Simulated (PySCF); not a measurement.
AgCl, charge +1, doublet, at a GFN2-xTB geometry (such geometries of metal compounds can be far from the true shape) (the multiplicity is a formal guess) (core potentials on Ag); PBE0/def2-SVP (PySCF).

Input for PySCF:
```python
from pyscf import gto, scf, dft

mol = gto.Mole()
mol.atom = '''
    Ag   -0.000000   -0.000000   -0.607686
    Cl    0.000000    0.000000    1.680074
'''
mol.basis = 'def2-svp'
mol.ecp = {'Ag': 'def2-svp'}
mol.charge = 1
mol.spin = 1
mol.verbose = 4
mol.build()

mf = dft.UKS(mol)
mf.xc = 'pbe0'
mf.kernel()
mf.analyze()
```

What does PySCF print? Leave out banner, timings and long lists.


```
PySCF version 2.14.0

[INPUT] verbose = 4
[INPUT] num. atoms = 2
[INPUT] num. electrons = 35
[INPUT] charge = 1
[INPUT] spin (= nelec alpha-beta = 2S) = 1
[INPUT] symmetry False subgroup None
[INPUT] Mole.unit = angstrom
[INPUT] Symbol           X                Y                Z      unit          X                Y                Z       unit  Magmom
[INPUT]  1 Ag     0.000000000000   0.000000000000  -0.607686000000 AA    0.000000000000   0.000000000000  -1.148360109732 Bohr   0.0
[INPUT]  2 Cl     0.000000000000   0.000000000000   1.680074000000 AA    0.000000000000   0.000000000000   3.174879729003 Bohr   0.0

nuclear repulsion = 74.7124869423191
number of shells = 19
number of NR pGTOs = 93
number of NR cGTOs = 49
basis = def2-svp
ecp = {'Ag': 'def2-svp'}

******** <class 'pyscf.dft.uks.UKS'> ********
method = UKS
initial guess = minao
damping factor = 0
level_shift factor = 0
DIIS = <class 'pyscf.scf.diis.CDIIS'>
diis_start_cycle = 1
diis_space = 8
diis_damp = 0
SCF conv_tol = 1e-09
SCF conv_tol_grad = None
SCF max_cycles = 50
direct_scf = True
direct_scf_tol = 1e-13
number electrons alpha = 18  beta = 17
XC library pyscf.dft.libxc version 7.1.2
    S. Lehtola, C. Steigemann, M. J. T. Oliveira, and M. A. L. Marques,  SoftwareX 7, 1–5 (2018)
XC functionals = pbe0
    C. Adamo and V. Barone,  J. Chem. Phys. 110, 6158 (1999)
    M. Ernzerhof and G. E. Scuseria,  J. Chem. Phys. 110, 5029 (1999)
radial grids:
    Treutler-Ahlrichs [JCP 102, 346 (1995); DOI:10.1063/1.469408] (M4) radial grids

becke partition: Becke, JCP 88, 2547 (1988); DOI:10.1063/1.454033
pruning grids: <function nwchem_prune>
grids dens level: 3
symmetrized grids: False
atomic radii adjust function: <function treutler_atomic_radii_adjust>
small_rho_cutoff = 0
Set gradient conv threshold to 3.16228e-05
tot grids = 41320
init E= -594.39911310737

cycle= 1 E= -605.657507407492  delta_E= -11.3  |g|= 1.17  |ddm|= 2.67
cycle= 2 E= -597.483597882435  delta_E= 8.17  |g|= 4.27  |ddm|= 4.61
cycle= 3 E= -606.158330751736  delta_E= -8.67  |g|= 0.711  |ddm|= 3.61
cycle= 4 E= -606.438838044683  delta_E= -0.281  |g|= 0.328  |ddm|= 1.44
cycle= 5 E= -606.508278577054  delta_E= -0.0694  |g|= 0.111  |ddm|= 0.46
cycle= 6 E= -606.515020746453  delta_E= -0.00674  |g|= 0.032  |ddm|= 0.11
cycle= 7 E= -606.515870611733  delta_E= -0.00085  |g|= 0.00546  |ddm|= 0.0582
cycle= 8 E= -606.515888960261  delta_E= -1.83e-05  |g|= 0.00347  |ddm|= 0.00906
cycle= 9 E= -606.515896706287  delta_E= -7.75e-06  |g|= 0.00144  |ddm|= 0.00535
cycle= 10 E= -606.515898026463  delta_E= -1.32e-06  |g|= 0.000184  |ddm|= 0.00285
cycle= 11 E= -606.515898047345  delta_E= -2.09e-08  |g|= 3.38e-05  |ddm|= 0.000242
cycle= 12 E= -606.515898048727  delta_E= -1.38e-09  |g|= 7.58e-06  |ddm|= 9.3e-05
cycle= 13 E= -606.51589804894  delta_E= -2.14e-10  |g|= 1.39e-06  |ddm|= 5.94e-05
Extra cycle  E= -606.515898048947  delta_E= -6.93e-12  |g|= 6.84e-07  |ddm|= 6.82e-06
converged SCF energy = -606.515898048947  <S^2> = 0.75323021  2S+1 = 2.0032276
**** SCF Summaries ****
Total Energy =                        -606.515898048947179
Nuclear Repulsion Energy =              74.712486942319131
One-electron Energy =                -1035.463781206893827
Two-electron Energy =                  354.235396215627475
Two-electron Coulomb Energy =          396.225979120736042
DFT Exchange-Correlation Energy =      -41.990582905108560
**** MO energy ****
                             alpha | beta                alpha | beta
MO #1   energy= -101.985138631697  | -101.978498366841  occ= 1 | 1
MO #2   energy= -9.83312964219622  | -9.82669939420573  occ= 1 | 1
MO #3   energy= -7.5834375651922   | -7.56117259362734  occ= 1 | 1
MO #4   energy= -7.56503721732574  | -7.56104332230392  occ= 1 | 1
MO #5   energy= -7.56052168859574  | -7.5567845308653   occ= 1 | 1
MO #6   energy= -4.06177420052878  | -4.05709544994404  occ= 1 | 1
MO #7   energy= -2.64871881571646  | -2.64178424922521  occ= 1 | 1
MO #8   energy= -2.64457825472754  | -2.6375290647564   occ= 1 | 1
MO #9   energy= -2.63697310755361  | -2.6355122263005   occ= 1 | 1
MO #10  energy= -1.12097976890473  | -1.06714605949556  occ= 1 | 1
MO #11  energy= -0.692798363075975 | -0.682826777889321 occ= 1 | 1
MO #12  energy= -0.680309994742024 | -0.646670382491413 occ= 1 | 1
MO #13  energy= -0.651678755139968 | -0.632494778729069 occ= 1 | 1
MO #14  energy= -0.627384963946336 | -0.62540349533941  occ= 1 | 1
MO #15  energy= -0.627338620750334 | -0.625366274077627 occ= 1 | 1
MO #16  energy= -0.618144891524445 | -0.570674689741087 occ= 1 | 1
MO #17  energy= -0.583997125684203 | -0.569171396763599 occ= 1 | 1
MO #18  energy= -0.577072568423159 | -0.464692395094467 occ= 1 | 0
MO #19  energy= -0.322121963288716 | -0.319334455542005 occ= 0 | 0
MO #20  energy= -0.180106876724192 | -0.175416123539024 occ= 0 | 0
MO #21  energy= -0.17524536779913  | -0.175278196406985 occ= 0 | 0
MO #22  energy= -0.135167038755364 | -0.130593451091023 occ= 0 | 0
MO #23  energy= -0.0699711953300977 | -0.0678014939007667 occ= 0 | 0
MO #24  energy= 0.0944269172216634 | 0.0979919744243228 occ= 0 | 0
MO #25  energy= 0.100012406434666  | 0.0995393991889548 occ= 0 | 0
MO #26  energy= 0.106047361005152  | 0.111942019867524  occ= 0 | 0

spin_pop of  0 Ag 4s       -0.00001
spin_pop of  0 Ag 5s       -0.01453
spin_pop of  0 Ag 6s       -0.00162
spin_pop of  0 Ag 7s        0.00002
spin_pop of  0 Ag 8s       -0.00000
spin_pop of  0 Ag 4px      -0.00001
spin_pop of  0 Ag 4py       0.00015
spin_pop of  0 Ag 4pz       0.00094
spin_pop of  0 Ag 5px      -0.00041
spin_pop of  0 Ag 5py      -0.00007
spin_pop of  0 Ag 5pz      -0.00012
spin_pop of  0 Ag 6px      -0.00035
spin_pop of  0 Ag 6py      -0.00045
spin_pop of  0 Ag 6pz       0.00107
spin_pop of  0 Ag 4dxy      0.09891
spin_pop of  0 Ag 4dyz      0.00341
spin_pop of  0 Ag 4dz^2     0.01564
spin_pop of  0 Ag 4dxz      0.00113
spin_pop of  0 Ag 4dx2-y2   -0.00008
spin_pop of  0 Ag 5dxy      0.00928
spin_pop of  0 Ag 5dyz      0.00005
spin_pop of  0 Ag 5dz^2     0.00061
spin_pop of  0 Ag 5dxz     -0.00114
spin_pop of  0 Ag 5dx2-y2    0.00007
spin_pop of  0 Ag 4f-3      0.00000
spin_pop of  0 Ag 4f-2      0.00000
spin_pop of  0 Ag 4f-1      0.00002
spin_pop of  0 Ag 4f+0      0.00000
spin_pop of  0 Ag 4f+1      0.00000
spin_pop of  0 Ag 4f+2      0.00000
spin_pop of  0 Ag 4f+3      0.00000
spin_pop of  1 Cl 1s       -0.00000
spin_pop of  1 Cl 2s       -0.00000
spin_pop of  1 Cl 3s        0.00175
spin_pop of  1 Cl 4s        0.00005
spin_pop of  1 Cl 2px       0.00001
spin_pop of  1 Cl 2py       0.00003
spin_pop of  1 Cl 2pz      -0.00000
spin_pop of  1 Cl 3px       0.11531
spin_pop of  1 Cl 3py       0.75663
spin_pop of  1 Cl 3pz       0.01098
spin_pop of  1 Cl 4px       0.00046
spin_pop of  1 Cl 4py       0.00189
spin_pop of  1 Cl 4pz       0.00005
spin_pop of  1 Cl 3dxy      0.00027
spin_pop of  1 Cl 3dyz     -0.00029
spin_pop of  1 Cl 3dz^2     0.00003
spin_pop of  1 Cl 3dxz     -0.00004
spin_pop of  1 Cl 3dx2-y2    0.00034
In total            18.00000 | 17.00000

WARN: System has nonzero charge 1; the dipole moment is origin-dependent.
Location of origin: [0. 0. 0.]

Dipole moment(X, Y, Z, Debye):  0.00000,  0.00000, -1.20829
```
